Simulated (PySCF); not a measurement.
C₄H₇F, SMILES CCC(=C)F. The structure is a stationary point at PBE-D3(BJ)/def2-SVP. Other conformers were not sampled.

Computed equilibrium geometry at PBE-D3(BJ)/def2-SVP (PySCF confirms it by a frequency run) as a Z-matrix (one conformer of several):
```
C
H 1 1.1083
H 1 1.1133 2 106.70
C 1 1.4982 2 108.51 3 -116.17
C 4 1.3419 1 128.36 2 -2.84
F 4 1.3577 5 119.55 1 179.34
H 5 1.0977 4 120.06 6 179.70
H 5 1.0989 7 119.23 4 -179.71
C 1 1.5351 2 111.03 3 118.96
H 9 1.1077 1 110.65 2 179.45
H 9 1.1078 10 108.04 1 -121.71
H 9 1.1087 10 107.79 11 -116.68
```
Charge 0, spin multiplicity 1.
